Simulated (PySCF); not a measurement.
Gas-phase reaction: 2 ZrCl2(OH)2 + 2 Cl → 2 ZrCl3OH + H2O2, at 1200 K and a standard pressure of 1 bar. Level: PBE0/def2-SVP†.

Computed with PySCF and rigid-rotor harmonic-oscillator thermochemistry at 1 bar. S°(298 K) at PBE0/def2-TZVP differs from the NASA 1993 table for H2O2 (-8 J/mol/K); whether the harmonic model or the table's entry is off was not settled. † marks an energy on the PBE0/def2-TZVP geometry and frequencies. Open shells (unrestricted): Cl (multiplicity 2, electronic degeneracy 6); the rest are closed-shell singlets. Spin-orbit splitting is ignored; it lowers the true energy and changes the entropy of Cl. Zr: scalar-relativistic def2 core potential, no spin-orbit coupling. No R ln 2 is added for the mirror-image form of H2O2. ZrCl2(OH)2, ZrCl3OH: computed as isolated molecules; such fragments, hydroxides, amides, oligomers or adducts are transient or little studied in the gas. The harmonic model lacks anharmonicity and excited electronic states, which grow with temperature; levels with a mode under 35 cm⁻¹ are left out. Internal rotation in H2O2 is treated as a harmonic vibration of one conformer, which makes the entropy rough. Soft modes under 120 cm⁻¹ make the harmonic entropy rough for ZrCl2(OH)2, ZrCl3OH.

| species | E (Ha) | H(1200 K) − E (kJ/mol) | S°(1200 K) (J/mol/K) |
|---|---|---|---|
| ZrCl2(OH)2 | -1118.52670 | 220.3 | 578.7 |
| Cl | -459.83854 | 24.9 | 197.2 |
| ZrCl3OH | -1502.75895 | 175.4 | 549.7 |
| H2O2 | -151.26379 | 132.2 | 301.0 |
E: electronic energy; H − E holds the zero-point and thermal terms. 1 Ha = 2625.5 kJ/mol.

Question: Work out ΔH°, ΔS°, ΔG° and log10 K from these numbers.

Answer: 1. ΔE = 2×(-1502.75895) + 1×(-151.26379) − 2×(-1118.52670) − 2×(-459.83854) = -0.05121 Ha = -134.5 kJ.
2. Δ(H − E) = 2×(175.4) + 1×(132.2) − 2×(220.3) − 2×(24.9) = -7.4 kJ, so ΔH° = -141.9 kJ.
3. ΔS° = 2×(549.7) + 1×(301.0) − 2×(578.7) − 2×(197.2) = -151.4 J/K; the number of gas molecules changes by -1.
4. ΔG° = ΔH° − TΔS° = -141.9 − 1200×(-151.4)/1000 = 39.8 kJ.
5. log10 K = −ΔG°/(RT ln 10) = -1.73, with RT ln 10 = 22.97 kJ/mol; at standard pressures the reactants are favoured.
6. A shift of 10 kJ in ΔE would move log10 K by 0.44 here.
7. With ΔH° and ΔS° held fixed, ΔG° changes sign near ΔH°/ΔS° = 940 K.
8. Lowering the total pressure from 1 bar to 0.01 bar multiplies the mole-fraction quotient K_x = K (p/p°)^(−Δn) by 10^-2, which pushes the balance towards the reactants.
For scale, ΔH°(298 K) is -127 kJ at this level, -130 kJ at ωB97M-V/def2-TZVP†, and runs from -265 to 47 kJ over the 18 levels computed.
